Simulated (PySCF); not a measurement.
Two species compared at the same levels of theory.

First species: AsF5.
InChI=1S/AsF5/c2-1(3,4,5)6

Second species: C₈H₁₁N.
SMILES with atom numbers: `[CH:1]#[C:2][C@@H:3]1[CH:4]=[CH:5][CH2:6][N:7]1[CH2:8][CH3:9]` (hydrogens: H10 on C1; H11 on C3; H12 on C4; H13 on C5; H14, H15 on C6; H16, H17 on C8; H18, H19, H20 on C9)

Levels: wB97X-D/def2-SVPD for HOMO energy, LUMO energy, HOMO–LUMO gap and static isotropic polarisability; TDDFT wB97X-D/def2-SVPD for lowest singlet excitation. Geometries: PBE0-D3(BJ)/def2-SVP. Each species is one conformer at its optimised geometry, gas phase, non-relativistic unless stated. Electronic properties by PySCF.

Q: Which of the two has the higher static isotropic polarisability, and by how much?

A: The second: 98.9 au against 31.0 au, a difference of 67.9 au.

Q: Which has the higher S1 energy?

A: The first: 7.86 eV against 5.45 eV, a difference of 2.41 eV.

Q: Which of the two has the higher HOMO energy, and by how much?

A: The second: -8.01 eV against -14.57 eV, a difference of 6.56 eV.

Q: Which of the two has the higher HOMO–LUMO gap, and by how much?

A: The first: 13.41 eV against 9.92 eV, a difference of 3.49 eV.

Q: Which has the higher LUMO energy?

A: The second: 1.91 eV against -1.16 eV, a difference of 3.07 eV.

On the first: In wavenumbers S1 is 63400 cm⁻¹ (1 eV = 8065.54 cm⁻¹). S1 lies 5.55 eV below the HOMO–LUMO gap. The calculation is non-relativistic and has no spin–orbit coupling, an omission that weighs most on arsenic.

On the second: The polarisability is 14.66 Å³ as a volume (1 au = 0.148185 Å³), or 1.50 au for each of the 66 electrons. S1 lies 4.47 eV below the HOMO–LUMO gap; its leading configuration is HOMO→LUMO, weight 0.96.
